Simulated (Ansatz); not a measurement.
`BC[SiH3]` + `CCO` → `BOCC` + `C[SiH3]` at 700 K and 1 bar (ligand exchange at a B–C bond).

Program: Ansatz. Geometries: PBE0-D4/def2-TZVP. ΔE: electronic, gas phase. CCSD(T)/CBS adds triple-zeta CCSD(T) − MP2 to the extrapolated MP2 energy (def2 sets, frozen cores). This one scheme is used for every species. Each species was taken in one conformer, which may not be the lowest.

```
   species  CCSD(T)/CBS energy (Eh)  H − E (kJ/mol)  S (J/(mol·K))
`BC[SiH3]`               -356.11784           256.7          404.7
     `CCO`               -154.88256           262.0          346.5
    `BOCC`               -180.31191           307.6          398.7
 `C[SiH3]`               -330.73916           210.8          332.0
```

H − E and S are ideal-gas, rigid-rotor, harmonic terms from PBE0-D4/def2-TZVP, for one conformer and one mirror image of each species. 1 Eh = 2625.50 kJ/mol, R = 8.31446 J/(mol·K).

By hand: ΔE, ΔH, ΔS and ΔG.

ΔE = (-180.31191) + (-330.73916) − (-356.11784) − (-154.88256) = -0.05067 Eh = -133.0 kJ/mol. Δ(H − E) = 307.6 + 210.8 − 256.7 − 262.0 = -0.3, so ΔH = -133.3 kJ/mol. ΔS = 398.7 + 332.0 − 404.7 − 346.5 = -20.5 J/(mol·K). ΔG = -133.3 − 700 × (-20.5)/1000 = -119.0 kJ/mol.

By hand: the equilibrium constant, and the temperature at which ΔG would vanish if ΔH and ΔS stayed fixed.

log₁₀ K = −ΔG/(RT ln 10) = 8.9. ΔG = 0 at ΔH/ΔS = 6502 K, far beyond where these terms or the molecules hold.

ΔH outweighs TΔS. A doubt of 5 kJ/mol in ΔE shifts log₁₀ K by 0.4 here. Other conformers and mirror images would add mixing entropy, several J/(mol·K) or more a flexible species. These are equilibria of isolated gas molecules and say nothing of rates. Largest T1 diagnostic: 0.013 (customary marks: 0.02 for closed shells, 0.045 for open ones).
